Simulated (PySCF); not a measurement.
Al2H4N, AlBFH3N (calculated)

Computed with PySCF 2.14.0. Calculation on a computer-drawn molecule: optimised geometry and harmonic frequencies of an isolated molecule of the commonest isotopes, restricted reference for singlets and unrestricted otherwise, frozen core in MP2.

Common to all runs: basis cc-pV(D+d)Z.

(1) Al2H4N

Start structure:
```xyz
7
Al2H4N
N      3.5992     0.8194     0.0941
Al     1.9495     0.9610    -0.3934
Al    -0.6256     1.1819    -1.1547
H      4.0517     1.3699     0.8065
H      4.2716     0.1729    -0.2869
H     -1.3756     2.2980    -0.3713
H     -0.9978     0.1621    -2.2699
```

It was run with charge 1, multiplicity 1 and method MP2.

Results for Al2H4N: rotational constants 89.87, 2.152, 2.101 GHz; total energy -540.6838 hartree; convergence status largest gradient component 3.208e-05 hartree/bohr.

Drawn bonds:
```tsv
atom	other atom	order
1	2	1
2	3	1
1	4	1
1	5	1
3	6	1
3	7	1
```

Optimised structure:
```xyz
7
Al2H4N
N      3.5997     0.8195     0.0940
Al     1.9340     0.9617    -0.3988
Al    -0.6320     1.1824    -1.1567
H      4.0557     1.3802     0.8177
H      4.2803     0.1618    -0.2935
H     -1.3716     2.3026    -0.3649
H     -0.9930     0.1569    -2.2734
```

Modes:
```tsv
frequency (cm⁻¹)	reduced mass (dalton)
86.49	1.009
102.3	7.043
105.1	3.644
273.8	10.84
394.9	1.118
482.7	1.211
555.3	1.128
586.4	1.248
719.9	1.057
892.7	7.16
1524	1.104
2039	1.017
2085	1.069
3554	1.053
3646	1.092
```

(2) AlBFH3N

Start structure:
```xyz
7
AlBFH3N
N      3.1908    -2.0505     0.7852
Al     1.8681    -0.8762     0.3953
B      0.2258     0.3183     0.1082
F     -0.8998    -0.2205     0.6510
H      4.2439    -1.9496     0.5601
H      3.0635    -2.9347     1.1884
H      0.1621     1.3959    -0.4449
```

Here we set charge 1, multiplicity 1 and method HF.

The calculation gives: rotational constants 38.2, 2.18, 2.063 GHz; total energy -422.0553 hartree; convergence status largest gradient component 2.765e-05 hartree/bohr.

Drawn bonds:
```tsv
atom	other atom	order
1	2	1
2	3	1
3	4	1
1	5	1
1	6	1
3	7	1
```

Optimised structure:
```xyz
7
AlBFH3N
N      3.2079    -2.0520     0.7616
Al     1.8626    -1.0209     0.4919
B      0.1518     0.3221     0.1309
F     -0.9823    -0.1101     0.5959
H      4.1630    -1.8473     0.5138
H      3.1714    -2.9617     1.1938
H      0.2800     1.3528    -0.4446
```

Modes:
```tsv
frequency (cm⁻¹)	reduced mass (dalton)
63.94	1.084
103.6	4.831
144.2	4.686
275.3	9.708
501.2	4.201
552.9	1.228
672.4	1.275
794	1.532
965.3	7.222
1118	1.18
1354	9.614
1650	1.101
2832	1.097
3731	1.053
3806	1.093
```

(3) AlBFH3N

Start structure:
```xyz
7
AlBFH3N
N      3.2079    -2.0520     0.7616
Al     1.8626    -1.0210     0.4919
B      0.1518     0.3221     0.1309
F     -0.9823    -0.1101     0.5959
H      4.1630    -1.8473     0.5138
H      3.1714    -2.9617     1.1938
H      0.2800     1.3527    -0.4446
```

Settings of this run: charge 1, multiplicity 1 and method MP2.

Results for AlBFH3N: rotational constants 37.76, 2.152, 2.036 GHz; total energy -422.5346 hartree; convergence status largest gradient component 1.691e-05 hartree/bohr.

Drawn bonds:
```tsv
atom	other atom	order
1	2	1
2	3	1
3	4	1
1	5	1
1	6	1
3	7	1
```

Optimised structure:
```xyz
7
AlBFH3N
N      3.2164    -2.0568     0.7626
Al     1.8544    -1.0182     0.4919
B      0.1436     0.3240     0.1326
F     -1.0138    -0.1141     0.5751
H      4.1784    -1.8575     0.4787
H      3.1834    -2.9654     1.2309
H      0.2920     1.3708    -0.4286
```

Modes:
```tsv
frequency (cm⁻¹)	reduced mass (dalton)
81.34	1.097
93.67	4.8
123.6	4.927
264.2	9.446
473	1.203
485.3	4.025
618	1.297
759.6	1.533
923.2	7.206
1068	1.18
1317	9.582
1521	1.102
2755	1.098
3554	1.052
3646	1.093
```

(4) Al2H4N

Start structure:
```xyz
7
Al2H4N
N     -1.1610     0.1534    -1.1487
Al    -0.8127    -1.3117     0.0243
Al     1.6779    -0.8371    -0.3709
H     -1.3138     1.0731    -0.8318
H     -1.4970     0.0536    -2.0995
H     -2.1371    -1.8615     0.8284
H      3.1378    -0.1487     0.0548
```

It was run with charge 0, multiplicity 2 and method HF.

Results for Al2H4N: rotational constants 21.22, 2.783, 2.5 GHz; total energy -540.6143 hartree; spin squared 0.7749; convergence status largest gradient component 2.46e-05 hartree/bohr.

Drawn bonds:
```tsv
atom	other atom	order
1	2	1
2	3	1
1	4	1
1	5	1
2	6	1
3	7	1
```

Optimised structure:
```xyz
7
Al2H4N
N     -1.4828     0.2364    -1.2103
Al    -0.5990    -0.9251    -0.2075
Al     2.0101    -1.1180    -0.3264
H     -1.0825     0.9428    -1.7987
H     -2.4839     0.2874    -1.2664
H     -1.5007    -1.9363     0.6214
H      3.0329    -0.3661     0.6445
```

Modes:
```tsv
frequency (cm⁻¹)	reduced mass (dalton)
131.7	1.191
139.7	3.35
280.4	1.18
329.9	7.671
455.7	1.151
466	1.185
548.5	1.111
571.2	1.055
783.8	1.305
831.4	5.787
1678	1.11
1904	1.044
1947	1.042
3772	1.052
3855	1.093
```

(5) AlBFH3N

Start structure:
```xyz
7
AlBFH3N
N     -0.3525    -0.2300    -1.2442
Al    -0.1749     1.0993    -0.1686
B     -2.3991     1.2492    -0.0862
F     -3.6202     1.1354    -0.1983
H     -0.4446    -1.2850    -0.9197
H     -0.3892    -0.3325    -2.2145
H      0.8029     1.9315     0.5884
```

Settings of this run: charge 1, multiplicity 1 and method HF.

The calculation gives: rotational constants 16.53, 2.346, 2.055 GHz; total energy -422.0467 hartree; convergence status largest gradient component 2.713e-05 hartree/bohr.

Drawn bonds:
```tsv
atom	other atom	order
1	2	1
2	3	1
3	4	1
1	5	1
1	6	1
2	7	1
```

Optimised structure:
```xyz
7
AlBFH3N
N     -0.1918    -0.4445    -1.2884
Al    -0.3467     0.8806    -0.1908
B     -2.5624     1.4205    -0.1093
F     -3.7559     1.7095    -0.0666
H      0.6905    -0.8783    -1.5064
H     -0.9149    -0.9103    -1.8068
H      0.5035     1.7903     0.7251
```

Modes:
```tsv
frequency (cm⁻¹)	reduced mass (dalton)
115.9	4.412
237.5	1.928
318.1	9.166
353.6	6.529
358.5	1.937
502.3	1.195
576.4	1.117
586.8	1.209
749	1.274
917.7	6.351
1668	5.266
1679	1.26
2143	1.046
3752	1.054
3834	1.092
```

(6) AlBFH3N

Start structure:
```xyz
7
AlBFH3N
N     -0.1918    -0.4445    -1.2884
Al    -0.3467     0.8806    -0.1908
B     -2.5624     1.4205    -0.1093
F     -3.7559     1.7095    -0.0666
H      0.6905    -0.8783    -1.5064
H     -0.9149    -0.9103    -1.8068
H      0.5035     1.7903     0.7251
```

It was run with charge 1, multiplicity 1 and method MP2.

Results for AlBFH3N: rotational constants 16.01, 2.368, 2.063 GHz; total energy -422.5238 hartree; convergence status largest gradient component 3.58e-05 hartree/bohr.

Drawn bonds:
```tsv
atom	other atom	order
1	2	1
2	3	1
3	4	1
1	5	1
1	6	1
2	7	1
```

Optimised structure:
```xyz
7
AlBFH3N
N     -0.1990    -0.4418    -1.2875
Al    -0.3441     0.8957    -0.1776
B     -2.5441     1.4117    -0.1135
F     -3.7584     1.6936    -0.0807
H      0.6929    -0.8868    -1.5134
H     -0.9418    -0.9066    -1.8079
H      0.5167     1.8020     0.7374
```

Modes:
```tsv
frequency (cm⁻¹)	reduced mass (dalton)
106.8	4.399
224.5	2.089
308.9	7.053
346.4	7.698
352.8	2.074
476.5	1.134
536.1	1.165
544.1	1.124
701.4	1.282
879.5	6.328
1550	1.108
1604	12.45
2103	1.047
3574	1.054
3671	1.092
```
